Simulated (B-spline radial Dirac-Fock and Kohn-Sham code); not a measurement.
## Compton profile of Nb³⁷⁺

System: niobium as Nb³⁷⁺, configuration [He] 2s2.

Calculated with an atomic code on a B-spline grid, using the impulse approximation on configuration-average Dirac-Fock orbitals. pz is in atomic units of momentum; subshell profiles are per electron, for a selection of subshells; open shells are spread over both j values by their weights.

| pz | J total | J 1s1/2 | J 2s1/2 |
| --- | --- | --- | --- |
| 0 | 0.1752 | 0.0202 | 0.0674 |
| 0.4 | 0.1748 | 0.0202 | 0.0672 |
| 0.5 | 0.1745 | 0.0201 | 0.0671 |
| 0.6 | 0.1743 | 0.0201 | 0.0670 |
| 0.8 | 0.1735 | 0.0201 | 0.0666 |
| 1 | 0.1726 | 0.0201 | 0.0662 |
| 1.2 | 0.1715 | 0.0201 | 0.0657 |
| 1.4 | 0.1703 | 0.0201 | 0.0650 |
| 1.6 | 0.1688 | 0.0201 | 0.0643 |
| 1.8 | 0.1671 | 0.0200 | 0.0635 |
| 2 | 0.1653 | 0.0200 | 0.0626 |
| 2.5 | 0.1601 | 0.0199 | 0.0601 |
| 3 | 0.1541 | 0.0198 | 0.0572 |
| 4 | 0.1400 | 0.0196 | 0.0504 |
| 5 | 0.1244 | 0.0193 | 0.0429 |
| 7 | 0.09339 | 0.0185 | 0.0282 |
| 10 | 0.05835 | 0.0170 | 0.0122 |
| 15 | 0.03345 | 0.0140 | 0.00276 |
| 20 | 0.02545 | 0.0108 | 0.00190 |
| 30 | 0.01453 | 0.00582 | 0.00145 |
| 40 | 0.007278 | 0.00293 | 0.000708 |
| 60 | 0.001839 | 0.000769 | 0.000151 |
| 100 | 0.0002036 | 8.81e-05 | 1.37e-05 |

J(0) = 0.1752. The 2s1/2 subshell gives the largest part, 77 %.

Mean momentum ⟨p⟩ by subshell (a.u.): 1s1/2 36.6, 2s1/2 13.9.
